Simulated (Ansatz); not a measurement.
Stepwise reaction of `[OH][GeH]([GeH3])[GeH3]` with water, as a gas-phase model of exchange steps in deposition or etching. ΔE in kJ/mol.

Isolated molecules relaxed with PBE0-D4/def2-TZVP in Ansatz; ΔE leaves out vibrations. CCSD(T)/CBS adds triple-zeta CCSD(T) − MP2 to the extrapolated MP2 energy (def2 sets, frozen cores). This one scheme is used for every species. Functionals use def2-TZVPP. B3LYP here is the variant with VWN-RPA as its local correlation; programs differ in this. For Ge outer-core shells are correlated without core-valence functions, which leaves a few kJ/mol of doubt a bond. Scalar relativity is left out up to krypton. Each species was taken in one conformer, which may not be the lowest.

```csv
step,reaction,PBE-D4,B3LYP-D4,ωB97M-V,CCSD(T)/CBS
1,`[OH][GeH]([GeH3])[GeH3]` + H₂O → `[OH][GeH]([OH])[GeH3]` + GeH₄,2.3,-6.5,-10.1,-3.4
```

Problem. Give the row of step 2, `[OH][GeH]([OH])[GeH3]` + H₂O → `[OH][GeH]([OH])[OH]` + GeH₄. (Best estimate.)

Solution. Ansatz gave: 
| step | reaction | PBE-D4 | B3LYP-D4 | ωB97M-V | CCSD(T)/CBS |
| --- | --- | --- | --- | --- | --- |
| 2 | `[OH][GeH]([OH])[GeH3]` + H₂O → `[OH][GeH]([OH])[OH]` + GeH₄ | -15.9 | -25.0 | -30.4 | -25.5 |

Problem. By hand: ΔE of the 2 steps together at CCSD(T)/CBS.

Solution. (-3.4) + (-25.5) = -28.9 kJ/mol, or -14.4 kJ/mol a step.

In ΔE each step is lower than the one before. PBE-D4 differs from CCSD(T)/CBS by 5.7 to 9.6 kJ/mol a step. Isolated molecules leave out the surface, adducts and barriers. Largest T1 diagnostic: 0.012.
